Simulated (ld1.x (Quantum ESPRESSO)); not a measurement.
tellurium (Te): one change to a TM potential, before and after

- Element: tellurium (Te)
- Generator: ld1.x (Quantum ESPRESSO) 7.5
- Type: norm-conserving Troullier–Martins (Kleinman–Bylander form)
- Functional: PBEsol
- Relativity: scalar-relativistic
- Frozen core: [Kr] 4d10
- Valence charge: 6
- Reference configuration: 5s2 5p4
- Partial waves: 5p (bound): rc 1.55 bohr; 5s (bound): rc 1.70 bohr
- Local potential: the s channel
- Core correction: none

Change: wave 5p (bound): rc 1.55 bohr becomes 5p (bound): rc 2.24 bohr.

Cutoffs: the cutoffs (Ry, on a coarse ladder) from which the occupation-weighted sum of valence levels, in a spherical-Bessel basis at the reference potential, stays within 10 and 1 mRy of its value at 400 Ry; they do not see the model core or the augmentation charge, which bear on the density cutoff. Errors are all-electron minus pseudo energies relative to the spin-unpolarised reference configuration.

Problem. What does the change do?

Solution. The potential gets softer (50 Ry and 120 Ry → 30 Ry and 55 Ry); the bound ghost in p disappears; of the 7 tests that both files solve, the error grows in 0 and shrinks in 2 by more than 15 % and 0.3 meV (median size 16.7 → 4.0 meV). A larger radius leaves more room for a smooth pseudo-wave, so fewer plane waves are needed.

| quantity | base | changed |
| --- | --- | --- |
| cutoff, loose | 50 Ry | 30 Ry |
| cutoff, tight | 120 Ry | 55 Ry |
| loose cutoff by channel (10 mRy a level) | p 45 Ry, s 21 Ry | p 12 Ry, s 21 Ry |
| bound ghosts | p | none |
| error for 5s2 5p3, meV [ΔE 9.75 eV] | -4.4 | -4.8 |
| error for 5s2 5p2, meV [ΔE 27.72 eV] | -21 | -21 |
| error for 5s2 5p1, meV [ΔE 54.68 eV] | -58 | -51 |
| error for 5s1 5p4, meV [ΔE 19.63 eV] | +17 | +4.0 |
| error for 5s1 5p5, meV [ΔE 9.29 eV] | +19 | +2.6 |
| error for 5s2 5p3.5, meV [ΔE 3.91 eV] | -1.3 | -1.5 |
| error for 5s2 5p4.3, meV [ΔE -1.47 eV] | +0.2 | +0.2 |

 A true bound ghost makes a file unfit for plane-wave use even where its test errors are small: the radial tests pick states by their node count and pass the ghost by.
